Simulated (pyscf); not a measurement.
Cl–Ga, singlet

Gas-phase minimum from PySCF at ωB97X-D3(BJ)/def2-SVP, one conformer. 

```
Cl
Ga 1 2.2056
```
Charge 0, spin multiplicity 1.

Properties at ωB97X-D3(BJ)/def2-SVP:

Harmonic wavenumbers, unscaled: 390 cm⁻¹
Zero-point energy: 0.6 kcal/mol
Rotational symmetry number: 1
Entropy of this conformer at 298 K and 1 atm, rigid rotor and harmonic oscillator, modes under 100 cm⁻¹ raised to 100: 239.6 J/(mol K)
Dipole moment: 2.04 D

Single-point totals, which compare only within one level (frozen core for MP2 and CC):

| level | total energy (hartree) |
|---|---|
| ωB97X-D3(BJ)/def2-TZVP | -2385.09279 |
| PBE/def2-TZVP | -2384.65596 |
| r²SCAN/def2-TZVP | -2385.08784 |
| B3LYP-D3(BJ)/def2-TZVP | -2385.20514 |
| PBE0-D3(BJ)/def2-TZVP | -2384.72872 |
| M06-2X/def2-TZVP | -2385.11322 |
| ωB97M-D3(BJ)/def2-TZVP | -2385.21365 |
| HF/def2-TZVPP | -2382.83343 |
| MP2/def2-TZVPP | -2383.21779 |
| CCSD/def2-TZVPP | -2383.23295 |
| CCSD(T)/def2-TZVPP | -2383.25074 |

The CCSD(T) − MP2 part came from Ansatz, without density fitting, on the same reference. The frozen core leaves the outer d or s,p core shells of the metals and heavy elements correlated in the MP2 and CC values, and def2-TZVPP describes them poorly, so these totals are far from the basis limit. Elements up to Kr have no core potential and no relativistic terms here.
